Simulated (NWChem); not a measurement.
# CH₃NOSi; SMILES N#CO[SiH3]

Computed with NWChem. Pople sets run with spherical d functions. Coordinates come from a B3LYP/6-31G* (spherical d) optimisation. Level PBE/6-31G*: energy and gradient on several grids; changes count from the extra-fine grid, which is no exact limit either.

```
grid     size of the energy change (μHa)  largest change of a gradient component (μHa/bohr)
-------  -------------------------------  -------------------------------------------------
xcoarse                              400                                               5000
coarse                                40                                                300
medium                              < 10                                                 80
fine                                < 10                                               < 30
xfine                               < 10                                               < 30
```
